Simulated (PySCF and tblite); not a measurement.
Results of a calculation; reference values are marked as such.
System: C2H6BF2N, numbered as in [CH3:1][N:2]([CH3:3])[B:4]([F:5])[F:6].

For the rotation about the B4–N2 bond (torsion F5–B4–N2–C1 from 180° to 360°, rising): electronic barrier 22.30 kcal/mol, zero-point change -1.01 kcal/mol, thermal and entropy terms at 298.15 K a further 0.14 kcal/mol (symmetry numbers apart). The minimum is C2v, the saddle Cs. Geometries: GFN2-xTB; energies: CAM-B3LYP/pcSseg-1 + D3(BJ); zero-point and thermal terms from GFN2-xTB harmonic modes (soft modes blended into free rotors). Rates follow Eyring's equation with the number of equivalent paths and no tunnelling. Programs: tblite and PySCF.

(1) How many equivalent paths lead out of the minimum?

(2) Work out the rate at 298.15 K.

Results:

(1) 4: the symmetry number of the minimum is 2, that of the saddle displaced along its mode 1, and the displaced saddle is chiral while the minimum is not, which doubles the count.

(2) ΔG‡ = 21.43 kcal/mol; k_B T/h = 6.2×10¹² s⁻¹; exp(−ΔG‡/RT) = 2×10⁻¹⁶; times 4 gives k = 0.0048 s⁻¹. Wigner's tunnelling factor for the 149i cm⁻¹ mode would be 1.02.
